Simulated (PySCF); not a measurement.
A GIAO shielding run with PySCF 2.14 (density fitting, non-relativistic, gas phase) on `BO[C@H]1BOC=C1`, C3H6B2O2:

```
$ OMP_NUM_THREADS=1 python probes_run.py task.json out

{"job": {"kind": "nmr", "xc": "LC-wPBE", "basis": "pcSseg-1", "pop": false}, "charge": 0, "multiplicity": 1}
B      2.243401     0.746782    -0.835596
O      0.905121     0.747060    -0.763463
C      0.176517    -0.048965     0.150007
B     -0.787999     0.746099     1.146693
O     -2.028786     0.186442     1.077797
C     -2.004905    -0.808884     0.111828
C     -0.823574    -0.973867    -0.486437
H      2.891597     0.024807    -0.103269
H      2.745339     1.483584    -1.650743
H      0.883242    -0.649276     0.766273
H     -0.563790     1.658074     1.896649
H     -2.948499    -1.335423    -0.034080
H     -0.607541    -1.701502    -1.268978
```

Hardware: 1 thread of an Arm Neoverse V2, shared host. The job also computes ring-centre shieldings.

Task: How large is the calculation?

Result: 50 electrons, 149 basis functions and 763 auxiliary functions.

Task: How long does it take, and how much memory does it need?

Result: 20 s of wall time, with 14 SCF cycles and 7 response iterations; peak memory 0.81 GiB. Times on a shared host scatter by some tens of per cent.

Task: And these other runs on the same molecule and hardware: GIAO shielding at B97-D/pcSseg-1; GIAO shielding at BHandHLYP/pcSseg-1; GIAO shielding at KT3/pcSseg-1; GIAO shielding at PBE/pcSseg-1; GIAO shielding at PBE0/6-31G; GIAO shielding at PBE0/STO-3G?

Result: B97-D/pcSseg-1: 149 functions, 16 s; BHandHLYP/pcSseg-1: 149 functions, 9.4 s; KT3/pcSseg-1: 149 functions, 18 s; PBE/pcSseg-1: 149 functions, 16 s; PBE0/6-31G: 75 functions, 5.3 s; PBE0/STO-3G: 41 functions, 2.8 s.
